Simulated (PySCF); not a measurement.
NMR data simulated for an unnamed compound:

¹H NMR (600 MHz, computed): δ 7.22 (m, 4H).

¹³C{¹H} NMR (computed): δ 168.6 (C, m), 122.7 (CH, m).

Theory: NMR shieldings at B97-2/pcSseg-2/GIAO, J: B3LYP/pcJ-2 (spin–dipole term only in couplings to heteroatoms), PBE0-D3(BJ)/def2-TZVP structure, in PySCF 2.14 (no solvent, one conformer, no relativistic terms, fast rotation and ring inversion assumed for equivalent nuclei).

References, each an isolated molecule treated in the same way: ¹H (31.64 ppm) and ¹³C (185.38 ppm) against TMS.

**Question.** Which of these does the molecule contain: a ketone, a (CH3)2CH unit, a benzene ring, a CF3 group?

**Answer.** 
- A ketone: no.
- A (CH3)2CH unit: no.
- A benzene ring: yes.
- A CF3 group: no.

The data belong to `Fc1ccc(F)cc1`, C₆H₄F₂; they needn't prove each group on their own.

Carbon signals by region: 1 in the far downfield region (above 160 ppm), 1 in the sp2 and nitrile region (100–160 ppm). Above 160 ppm: 168.6, aromatic carbon bearing fluorine.

C–F couplings over four or more bonds (about 3 Hz to the para carbon of a fluoroarene) are left out. Common functionals overestimate the size of one-bond C–F couplings by tens of Hz; these are unscaled. Multiplet labels drop couplings under 1 Hz and merge nearly equal ones. Couplings among chemically equivalent protons are left out too, so labels in AA′BB′ or AA′XX′ sets are apparent multiplicities. Shifts are as computed. Against solution values, carbons near 30 ppm lie about +3 ppm off and those near 130 ppm about +7 ppm. Of 1211 compounds with measured shifts, 218 miss one by over three times the rms of a fit or turn the order of signals round; such compounds aren't used in these exercises.
